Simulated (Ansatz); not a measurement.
Reaction (formal hydrolysis of a Ge–Si bond): `[SiH3][GeH2][SiH3]` + H₂O → `[OH][GeH2][SiH3]` + SiH₄

Computed with Ansatz on PBE0-D4/def2-TZVP structures; ΔE is electronic, products minus reactants. CCSD(T)/CBS is the MP2 limit (def2-TZVPP, def2-QZVPP) plus CCSD(T) − MP2 in def2-TZVPP, frozen cores. This one scheme is used for every species. For Ge outer-core shells are correlated without core-valence functions, which leaves a few kJ/mol of doubt a bond. Scalar relativity is left out up to krypton. Each species was taken in one conformer, which may not be the lowest.

`[SiH3][GeH2][SiH3]`:

```xyz
11

Si    1.437    1.090   -0.853
Ge    0.276    0.037    0.936
Si   -1.646   -1.118    0.142
H     0.535    2.054   -1.537
H     1.875    0.066   -1.838
H     2.633    1.821   -0.356
H     1.216   -0.953    1.650
H    -0.151    1.097    1.970
H    -2.370   -1.780    1.259
H    -1.237   -2.153   -0.845
H    -2.566   -0.161   -0.527
```

H₂O:

Z-matrix (Å, degrees):
```
O
H 1 0.960
H 1 0.960 2 105.1
```

`[OH][GeH2][SiH3]`:

Cartesian coordinates in Å:
```
O 0.837 -0.844 1.771
Ge -0.573 -0.408 0.757
Si 0.153 0.806 -1.169
H 1.431 -1.455 1.329
H -1.327 -1.697 0.356
H -1.450 0.430 1.698
H -1.008 1.125 -2.043
H 1.118 -0.025 -1.939
H 0.821 2.069 -0.761
```

SiH₄:

Cartesian coordinates in Å:
```
Si 0.000 0.000 0.000
H 1.390 0.438 -0.281
H -0.158 -1.424 -0.390
H -0.949 0.835 -0.779
H -0.283 0.150 1.450
```

```tsv
species	CCSD(T)/CBS(def2) energy (Eh)
`[SiH3][GeH2][SiH3]`	-2659.07062
H₂O	-76.37941
`[OH][GeH2][SiH3]`	-2443.98216
SiH₄	-291.46306
```

**Question.** Work out ΔE.

**Answer.** ΔE = (-2443.98216) + (-291.46306) − (-2659.07062) − (-76.37941) = 0.00481 Eh = +12.6 kJ/mol.

Largest T1 diagnostic among the species: 0.012.

The D4 term adds +6.1 kJ/mol with B3LYP and +3.6 kJ/mol with PBE0; it sums over pairs of atoms, weighted by their polarisabilities, and B3LYP, whose exchange is more repulsive, gets the larger term. In def2-TZVPP, CCSD(T) changes the Hartree–Fock value by +22.5 kJ/mol (the triples alone add +1.6 kJ/mol) and MP2 by +21.8 kJ/mol.

B3LYP here is the variant with VWN-RPA as its local correlation; programs differ in this.
